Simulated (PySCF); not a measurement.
**Structure from NMR data**

An unknown has the formula C7H7BF2. Its calculated NMR data are:

¹H NMR (300 MHz, computed): δ 8.64 (m, 1H), 8.48 (m, 1H), 8.23 (m, 1H), 7.73 (m, 1H), 7.70 (m, 1H), 6.98 (m, 1H), 6.53 (br, 1H).

¹³C{¹H} NMR (computed): δ 166.8 (C), 163.8 (CH), 156.1 (CH), 149.9 (CH), 145.1 (CH), 142.7 (CH), 120.1 (CH).

PySCF 2.14 calculation with coordinates at the PBE0-D3(BJ)/def2-SVP level and shielding tensors at PBE0/pcSseg-1 (GIAO); non-relativistic Hamiltonian, isolated molecule, fast rotation and ring inversion assumed for equivalent nuclei, single conformer.

Shifts are taken against calculated references (same method and geometry level): ¹H, ¹³C against TMS.

Which of these isomers gave the spectra?
A. FC(F)C1=CC=CBC=C1
B. FC(F)C1=CC=CC=CB1
C. FC(F)C1=CBC=CC=C1

Answers

B. 

- 7 carbon signals for 7 carbons: no two carbons are equivalent.
- Carbon types of the structure: 1 × C, 6 × CH, leaving 1 H on heteroatoms.
- δC 166.8: fully substituted alkene carbon.
- δC 163.8, 156.1, 149.9, 145.1, 142.7: alkene CH; the olefinic region.
- δC 120.1: allylic sp3 CH bonded to 2 F; 2 electronegative neighbours deshield it.
- δH 8.64, 8.48, 8.23, 7.73, 7.70: hydrogen on an alkene CH.
- δH 6.98: hydrogen on an allylic sp3 CH bonded to 2 F; its carbon carries F, hence the downfield position.

The others: FC(F)C1=CC=CBC=C1 has carbons computed at 167.9, 164.1, 155.0, 153.9, 149.7, 143.8, 120.9; FC(F)C1=CBC=CC=C1 has carbons computed at 163.8, 160.1, 159.3, 156.6, 144.6, 141.3, 122.8.

Hydrogens on boron are broadened and split by ¹¹B (spin 3/2, 80 %) and 10B (spin 3). A carbon bonded to boron is broadened by the quadrupolar boron nucleus and is often missing from a measured spectrum. Splittings by ¹⁹F in the carbon and heteronuclear signals aren't shown, as no couplings were computed. Shifts are as computed. Against solution values, carbons near 30 ppm lie about +2 ppm off and those near 130 ppm about +5 ppm. Of 1309 compounds with measured shifts, 239 miss one by over three times the rms of a fit or turn the order of signals round; such compounds aren't used in these exercises. No couplings were computed; multiplicities are counted from neighbouring protons, with m where these are inequivalent, close in shift, in a saturated or five-membered ring or joined by F or P, and br s for small geminal =CH2 splittings.
